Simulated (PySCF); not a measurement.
Simulated outer-valence photoelectron spectrum of `OB(O)O[SiH3]`. Theory: EOM-IP-CCSD/aug-cc-pVDZ in PySCF, restricted Hartree–Fock reference, 9 core orbitals frozen, non-relativistic, gas phase, PBE0-D3(BJ)/def2-SVP geometry.

Each root has a Gaussian of 0.3 eV full width with its one-hole share as area; cross sections and vibrations are left out, and the highest printed point is 100.

ionisation energy (eV), intensity and a bar:
```
     11.1          1 
     11.2          8 ##
     11.3         27 ########
     11.4         51 ###############
     11.5         53 ################
     11.6         39 ############
     11.7         41 ############
     11.8         56 #################
     11.9         53 ################
     12.0         44 #############
     12.1         52 ################
     12.2         55 ################
     12.3         34 ##########
     12.4         12 ###
     12.5          2 #
     12.6          0 
     12.7          0 
     12.8          4 #
     12.9         20 ######
     13.0         60 ##################
     13.1        100 ##############################
     13.2         95 #############################
     13.3         52 ################
     13.4         16 #####
     13.5          5 ##
     13.6         13 ####
     13.7         37 ###########
     13.8         55 ################
     13.9         46 ##############
     14.0         30 #########
     14.1         36 ###########
     14.2         54 ################
     14.3         48 ##############
     14.4         23 #######
     14.5          6 ##
     14.6          1 
     14.7          3 #
     14.8         15 ####
     14.9         39 ############
     15.0         54 ################
     15.1         41 ############
     15.2         17 #####
     15.3          4 #
     15.4          0
```

Task: Where are the maxima, and how many lines lie under the curve?

Result: 7 maxima, at 11.5, 11.8, 12.2, 13.1, 13.8, 14.2 and 15.0 eV, from 8 lines. At this width some lines have no maximum of their own.

Task: List the lines with their holes.

Result: 
```csv
E (eV),leading hole (HF orbital),area,Koopmans (eV)
11.45,HOMO,0.95,12.52
11.83,HOMO-1,0.95,12.74
12.18,HOMO-2,0.95,13.89
13.10,HOMO-4,0.95,14.71
13.18,HOMO-3,0.94,14.55
13.82,HOMO-5,0.95,15.63
14.23,HOMO-6,0.95,16.03
15.00,HOMO-7,0.94,16.68
```

The widest gap, 0.92 eV, lies between 12.18 and 13.10 eV. Only orbitals with −ε under 21 eV, eight at most, were ionised, so the high end of the curve may lack lines.

Conformer computed: `[OH:1][B:2]([OH:3])[O:4][SiH3:5]`: O1–B2–O4–Si5 2°, H–O1–B2–O3 1°, H–O3–B2–O1 -179°.

One conformer stands for the species.
